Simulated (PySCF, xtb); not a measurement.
hex-1-yne (C6H10), SMILES C#CCCCC. One conformer was computed; it need not be the lowest.

Harmonic wavenumbers (cm⁻¹) from GFN2-xTB in xtb 6.7.1 at its own minimum, in rising order: 43, 121, 172, 241, 297, 310, 405, 496, 638, 665, 777, 851, 881, 964, 974, 1032, 1097, 1107, 1144, 1173, 1230, 1275, 1317, 1350, 1357, 1416, 1454, 1484, 1491, 1504, 1514, 2296, 2942, 2961, 2966, 2970, 2981, 2987, 3024, 3035, 3043, 3398.

**Question.** What does PBE-D3(BJ)/def2-SVP in PySCF 2.14.0 give at its own minimum? (Estimate from the structure and the level; the computed values follow.)

**Answer.** 52, 132, 183, 244, 305, 344, 411, 542, 637, 646, 717, 797, 823, 909, 921, 978, 1061, 1065, 1095, 1170, 1207, 1267, 1290, 1317, 1336, 1353, 1386, 1405, 1411, 1424, 1431, 2163, 2962, 2965, 2969, 2972, 3003, 3014, 3026, 3050, 3059, 3409. Paired by order, the mean absolute difference is 34 cm⁻¹ and the zero-point energies are 87.7 and 86.4 kcal/mol.
